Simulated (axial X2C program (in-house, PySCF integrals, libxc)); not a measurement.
Potential curves of MoH, two-component

Computed with an in-house all-electron X2C program for linear molecules (integrals from PySCF). Two-component (2c) means X2C with spin–orbit coupling and atomic mean-field two-electron Coulomb and Gaunt terms. Basis: Mo dyall-cv3z [11s12p9d5f3g], H dyall-v3z [6s2p1d] (cores contracted in-house); Gaussian nuclei, density fitting, unrestricted open shells. Masses: Mo 97.905 u, H 1.008 u.

State: Ω = 5/2 (⟨Sz⟩ = 2.50, ⟨Lz⟩ = 0.00 at HF). Energies in kJ/mol from the fragments at the same level (Mo + H). Fits are polynomials in 1 − R0/R over 0.85 to 1.23 times the lowest point R0.

| R (Å) | MP2 | CCSD |
| --- | --- | --- |
| 1.4955 | -177.20 |  |
| 1.5643 | -196.95 | -210.01 |
| 1.6159 | -205.43 | -219.96 |
| 1.6674 | -209.56 | -225.44 |
| 1.7190 | -210.14 | -227.28 |
| 1.7792 | -207.17 | -225.72 |
| 1.8393 | -201.11 | -221.00 |
| 1.9167 | -189.84 | -211.41 |
| 2.0112 | -172.36 |  |
| 2.1488 | -142.88 |  |

Correlated methods: 15 electrons correlated (number of frozen shells: Mo 3 s, 2 p, 1 d; H none), 225 virtual spin orbitals or spinors in MP2, 110 natural virtuals in coupled cluster.

The state is a single determinant with fixed occupations, the lowest that a limited PBE0 search found. De is counted from the lowest determinant-based energies of the atoms at the same level, without counterpoise correction. CCSD ran in a truncated set of natural virtual spinors with an MP2 remainder; without triples it tends to underbind. With several unpaired electrons one determinant need not be a pure state. This is the top spin component of a Σ state; components of lower Ω are not single determinants and can lie lower. The determinant is spin-polarised beyond a pure state at some levels (its spin-free form has ⟨S²⟩ too high), which makes Re and μ there less reliable. Coupled cluster ran on the points near the minimum only. MP2 and coupled cluster on one determinant become unreliable at the stretched end.

Problem. Fit the MP2 curve near its minimum: give the equilibrium distance, the harmonic wavenumber and the well depth.

Solution. At MP2, 2c: Re = 1.702 Å, ωe ≈ 1810 cm⁻¹, De = 2.18 eV to Mo + H; Be follows as 5.83 cm⁻¹.

Problem. What are Re, ωe and De at the CCSD level?

Solution. At CCSD, 2c: Re = 1.723 Å, ωe ≈ 1760 cm⁻¹, De = 2.36 eV to Mo + H; Be follows as 5.69 cm⁻¹.
